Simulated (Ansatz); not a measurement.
Isolated molecules relaxed with PBE0-D4/def2-TZVP in Ansatz; ΔE leaves out vibrations. CCSD(T)/CBS adds triple-zeta CCSD(T) − MP2 to the extrapolated MP2 energy (def2 sets, frozen cores). This one scheme is used for every species. DFT in def2-TZVPP. B3LYP here is the variant with VWN-RPA as its local correlation; programs differ in this. Triplets are unrestricted, without spin–orbit coupling. For Ge outer-core shells are correlated without core-valence functions, which leaves a few kJ/mol of doubt a bond. Scalar relativity is left out up to krypton. Each species was taken in one conformer, which may not be the lowest.

Consider the formal loss of a carbene: `[NH2][GeH2][CH2]Cl` → `[CH2]` (triplet) + `[NH2][GeH2][Cl]`.

```csv
level,ΔE (kJ/mol),difference from CCSD(T)/CBS
PBE-D4,314.2,5.3
r2SCAN-D4,279.0,-29.9
PBE0-D4,301.3,-7.6
B3LYP-D4,296.5,-12.4
ωB97M-V,306.6,-2.3
PBE,307.1,-1.8
PBE0,295.2,-13.7
B3LYP,285.2,-23.7
SCS-MP2/def2-TZVPP,307.2,-1.7
CCSD/def2-TZVPP,283.0,-25.9
CCSD(T)/def2-TZVPP,296.2,-12.7
HF/def2-QZVPP,143.0,-165.9
MP2/def2-QZVPP,313.6,4.7
HF/CBS(def2),143.0,-165.9
MP2/CBS(def2),319.1,10.2
CCSD/CBS(def2),295.6,-13.3
CCSD(T)/CBS,308.9,0
```

Largest T1 diagnostic among the species: 0.011.

The D4 term adds +11.4 kJ/mol with B3LYP and +6.1 kJ/mol with PBE0; it sums over pairs of atoms, weighted by their polarisabilities, and B3LYP, whose exchange is more repulsive, gets the larger term. In def2-TZVPP, CCSD(T) changes the Hartree–Fock value by +152.9 kJ/mol (the triples alone add +13.2 kJ/mol) and MP2 by +163.1 kJ/mol. From PBE to PBE0 (25 % exact exchange), in def2-TZVPP and without D4, ΔE moves by −11.9 kJ/mol.
